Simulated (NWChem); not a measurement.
System: C₃H₁₀Si; SMILES CCC[SiH3]

NWChem input:

```
start job
memory heap 200 mb stack 900 mb global 1100 mb
geometry units angstroms noautoz
  Si     0.065839     1.780135    -0.000713
  C     -0.587012     0.009485    -0.001210
  C      0.493778    -1.072128     0.001513
  C     -0.067249    -2.487100     0.000434
  H     -1.065524     2.759451    -0.003710
  H      0.911624     2.032193    -1.210463
  H      0.906523     2.033681     1.212269
  H     -1.242488    -0.108178    -0.883107
  H     -1.246486    -0.107598     0.877781
  H      1.151081    -0.938620    -0.875906
  H      1.146910    -0.938385     0.881988
  H     -0.695551    -2.667763     0.887581
  H      0.735058    -3.241170     0.001021
  H     -0.693708    -2.667088    -0.888166
end
basis spherical
  * library def2-svp
end
dft
  xc pbe0
  iterations 150
end
tddft
  cis
  nroots 6
  notriplet
end
task tddft energy
```

Parts of the log:

```
             Northwest Computational Chemistry Package (NWChem) 7.3.0
             --------------------------------------------------------

 CS  symmetry detected

                             Geometry "geometry" -> ""
                             -------------------------

 Output coordinates in angstroms (scale by  1.889725989 to convert to a.u.)

  No.       Tag          Charge          X              Y              Z
 ---- ---------------- ---------- -------------- -------------- --------------
    1 Si                  14.0000     0.07727135     1.78503627     0.00000000
    2 C                    6.0000    -0.58375501     0.01742201     0.00000000
    3 C                    6.0000     0.49202831    -1.06917423     0.00000000
    4 C                    6.0000    -0.07553279    -2.48153837     0.00000000
    5 H                    1.0000    -1.04955765     2.76957038     0.00000000
    6 H                    1.0000     0.92166666     2.03393875    -1.21136887
    7 H                    1.0000     0.92166666     2.03393875     1.21136887
    8 H                    1.0000    -1.24176701    -0.09691129    -0.88044631
    9 H                    1.0000    -1.24176701    -0.09691129     0.88044631
   10 H                    1.0000     1.14785811    -0.93857819    -0.87894944
   11 H                    1.0000     1.14785811    -0.93857819     0.87894944
   12 H                    1.0000    -0.70374005    -2.65896282     0.88787324
   13 H                    1.0000     0.72328023    -3.23930758     0.00000000
   14 H                    1.0000    -0.70374005    -2.65896282    -0.88787324

 Effective nuclear repulsion energy (a.u.)     166.8147620658

      Symmetry information
      --------------------

 Group name             Cs
 Group number              2
 Group order               2
 No. of unique centers    10

                                 NWChem DFT Module
                                 -----------------

 Summary of "ao basis" -> "ao basis" (spherical)
 ------------------------------------------------------------------------------
       Tag                 Description            Shells   Functions and Types
 ---------------- ------------------------------  ------  ---------------------
 Si                         def2-svp                 8       18   4s3p1d
 C                          def2-svp                 6       14   3s2p1d
 H                          def2-svp                 3        5   2s1p

      Symmetry analysis of basis
      --------------------------

        a'         71
        a"         39

[...]

                                NWChem TDDFT Module
                                -------------------

            General Information
            -------------------
           No. of orbitals :     220
            Alpha orbitals :     110
             Beta orbitals :     110
        Alpha frozen cores :       0
         Beta frozen cores :       0
     Alpha frozen virtuals :       0
      Beta frozen virtuals :       0
         Spin multiplicity :       1
    Number of AO functions :     110
        Use of symmetry is : off
      Symmetry adaption is : on
         Schwarz screening :  0.10D-07

              XC Information
              --------------
                  PBE0 Method XC Functional
              Hartree-Fock (Exact) Exchange   0.25
   PerdewBurkeErnzerhof Exchange Functional   0.75
     Perdew 1991 LDA Correlation Functional   1.00 local
    PerdewBurkeErnz. Correlation Functional   1.00 non-local

             TDDFT Information
             -----------------
          Calculation type : Tamm-Dancoff TDDFT
         Wavefunction type : Restricted singlets
          No. of electrons :      42
           Alpha electrons :      21
            Beta electrons :      21
              No. of roots :       6
          Max subspacesize :    5200
            Max iterations :     100
               Target root :       1
           Target symmetry : none
      Symmetry restriction : off
                 Algorithm : Optimal
        Davidson threshold :  0.10D-03

    6 smallest eigenvalue differences (eV)
--------------------------------------------------------
  No. Spin  Occ  Vir  Irrep   E(Occ)    E(Vir)   E(Diff)
--------------------------------------------------------
    1    1   21   22 a'       -0.313     0.045     9.733
    2    1   20   22 a"       -0.337     0.045    10.389
    3    1   19   22 a'       -0.339     0.045    10.446
    4    1   21   23 a'       -0.313     0.072    10.465
    5    1   21   24 a"       -0.313     0.077    10.605
    6    1   18   22 a"       -0.346     0.045    10.627
--------------------------------------------------------

  Entering Davidson iterations
  Restricted singlet excited states

  Iter   NTrls   NConv    DeltaV     DeltaE      Time
  ----  ------  ------  ---------  ---------  ---------
    1      6       0     0.66E-01   0.10+100       13.5
    2     12       0     0.21E-01   0.92E-02       14.1
    3     18       0     0.85E-02   0.93E-03       15.0
    4     24       0     0.44E-02   0.15E-03       14.7
    5     30       0     0.17E-02   0.59E-04       14.1
    6     36       1     0.67E-03   0.81E-05       14.7
    7     41       3     0.28E-03   0.12E-05       13.4
    8     44       6     0.88E-04   0.16E-06       10.9
  ----  ------  ------  ---------  ---------  ---------
  Convergence criterion met

  Ground state a'       -409.375180696543 a.u.

  ----------------------------------------------------------------------------
  Root   1 singlet a'             0.314183440 a.u.                8.5494 eV
  ----------------------------------------------------------------------------
     Transition Moments    X  0.22873   Y  0.72376   Z  0.00000
     Dipole Oscillator Strength                    0.1206771845
     Electric Quadrupole                           0.0000010837
     Magnetic Dipole                               0.0000016775
     Total Oscillator Strength                     0.1206799457

[...]
```

Level: PBE0/def2-SVP, TDA. Coordinates come from a PBE0/def2-SVP optimisation.
